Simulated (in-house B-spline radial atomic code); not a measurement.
Ionisation energies along the 61-electron series, configuration [Kr] 4d10 4f13 5s2, as differences of self-consistent energies. Dirac energy differences include first-order Breit, QED and recoil terms. NIST's values go from ground level to ground level; the uncertainty of those that are theory runs from under 0.1 % in few-electron ions to several per cent in heavy many-electron ones. Computed with an all-electron radial atomic-structure program (B-spline basis): Dirac-Hartree-Fock, average of the configuration, finite nuclei.

```json
{"ion": "Ta12+", "configuration after": "[Kr] 4d10 4f12 5s2", "ionisation energy (eV)": "253.9", "IE/(q+1)² (eV)": "1.5023", "-ε less Coulomb ΔSCF (eV)": "-", "Breit and QED recoil part (eV)": "0.10211", "tabulated value (eV)": "262", "tabulated kind": "tabulated theory", "computed minus tabulated (eV)": "-8.1"}
{"ion": "W13+", "configuration after": "[Kr] 4d10 4f12 5s2", "ionisation energy (eV)": "290.7", "IE/(q+1)² (eV)": "1.4834", "-ε less Coulomb ΔSCF (eV)": "-", "Breit and QED recoil part (eV)": "0.10465", "tabulated value (eV)": "290.7", "tabulated kind": "semi-empirical", "computed minus tabulated (eV)": "0.0"}
{"ion": "Re14+", "configuration after": "[Kr] 4d10 4f12 5s2", "ionisation energy (eV)": "329.6", "IE/(q+1)² (eV)": "1.4647", "-ε less Coulomb ΔSCF (eV)": "-", "Breit and QED recoil part (eV)": "0.10562", "tabulated value (eV)": "330", "tabulated kind": "tabulated theory", "computed minus tabulated (eV)": "-0.4"}
{"ion": "Os15+", "configuration after": "[Kr] 4d10 4f12 5s2", "ionisation energy (eV)": "370.3", "IE/(q+1)² (eV)": "1.4464", "-ε less Coulomb ΔSCF (eV)": "-", "Breit and QED recoil part (eV)": "0.10502", "tabulated value (eV)": "367", "tabulated kind": "tabulated theory", "computed minus tabulated (eV)": "3.3"}
{"ion": "Ir16+", "configuration after": "[Kr] 4d10 4f12 5s2", "ionisation energy (eV)": "412.9", "IE/(q+1)² (eV)": "1.4287", "-ε less Coulomb ΔSCF (eV)": "-", "Breit and QED recoil part (eV)": "0.10284", "tabulated value (eV)": "407", "tabulated kind": "tabulated theory", "computed minus tabulated (eV)": "5.9"}
{"ion": "Pt17+", "configuration after": "[Kr] 4d10 4f12 5s2", "ionisation energy (eV)": "?", "IE/(q+1)² (eV)": "?", "-ε less Coulomb ΔSCF (eV)": "?", "Breit and QED recoil part (eV)": "?", "tabulated value (eV)": "?", "tabulated kind": "tabulated theory", "computed minus tabulated (eV)": "?"}
{"ion": "Au18+", "configuration after": "[Kr] 4d10 4f12 5s2", "ionisation energy (eV)": "503.7", "IE/(q+1)² (eV)": "1.3953", "-ε less Coulomb ΔSCF (eV)": "-", "Breit and QED recoil part (eV)": "0.093637", "tabulated value (eV)": "487", "tabulated kind": "tabulated theory", "computed minus tabulated (eV)": "16.7"}
{"ion": "Hg19+", "configuration after": "[Kr] 4d10 4f13 5s1", "ionisation energy (eV)": "?", "IE/(q+1)² (eV)": "?", "-ε less Coulomb ΔSCF (eV)": "?", "Breit and QED recoil part (eV)": "?", "tabulated value (eV)": "?", "tabulated kind": "tabulated theory", "computed minus tabulated (eV)": "?"}
{"ion": "Tl20+", "configuration after": "[Kr] 4d10 4f13 5s1", "ionisation energy (eV)": "557.3", "IE/(q+1)² (eV)": "1.2638", "-ε less Coulomb ΔSCF (eV)": "0.45888", "Breit and QED recoil part (eV)": "-0.87218", "tabulated value (eV)": "570", "tabulated kind": "tabulated theory", "computed minus tabulated (eV)": "-12.7"}
```

Problem. Fill in the row of Pt17+.

Solution. ionisation energy (eV): 457.4; IE/(q+1)² (eV): 1.4117; Breit and QED recoil part (eV): 0.09905; tabulated value (eV): 445; computed minus tabulated (eV): 12.4.

Problem. Fill in the row of Hg19+.

Solution. ionisation energy (eV): 517.1; IE/(q+1)² (eV): 1.2928; -ε less Coulomb ΔSCF (eV): 0.46139; Breit and QED recoil part (eV): -0.80299; tabulated value (eV): 530; computed minus tabulated (eV): -12.9.

Where a p, d or f electron is removed, the computed value is a mean over both j, so it misses the tabulated one by a part of the spin-orbit splitting; averaging over terms and missing correlation add to the gap, relatively most at low charge.
